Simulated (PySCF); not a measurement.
CH₅FO₂Si₂, SMILES F[Si@H]1OC[SiH2]O1. Coordinates come from a PBE-D3(BJ)/def2-SVP optimisation. The structure was generated by enumeration; whether it is a known compound was not checked. Other conformers were not sampled.

Computed equilibrium geometry at PBE-D3(BJ)/def2-SVP (PySCF confirms it by a frequency run) as Cartesian coordinates in Å (one conformer of several):
```xyz
11

F      2.2390    -0.1829    -0.4945
Si     0.9940    -0.2035     0.5556
O      0.2253     1.2820     0.5982
C     -1.0200     1.3823    -0.1191
Si    -1.6050    -0.4243    -0.5015
O     -0.1931    -1.2373    -0.0102
H      1.5459    -0.5801     1.8786
H     -1.7471     1.9435     0.5061
H     -0.8737     1.9694    -1.0536
H     -2.7734    -0.8761     0.3270
H     -1.8872    -0.6735    -1.9544
```
